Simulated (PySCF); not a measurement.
Vertical excitations of a molecule C₃H₁₀Si from TDDFT-PBE/def2-SVPD (PySCF), as energy in eV (oscillator strength): 7.15 (0.029), 7.68 (0.002), 7.74 (0.120), 7.76 (0.026), 7.87 (0.014), 7.95 (0.003), 8.09 (0.073), 8.12 (0.001), 8.28 (0.032), 8.31 (0.030). Lowest triplet (TDA): 6.85 eV. The structure is a stationary point at B3LYP-D3(BJ)/def2-SVP. The values are those of a single conformer.

Q: Which structure fits?
(A) C[SiH](C)C
(B) CCC[SiH3]
(C) CC[SiH2]C
(D) CC(C)[SiH3]

A: B, CCC[SiH3]
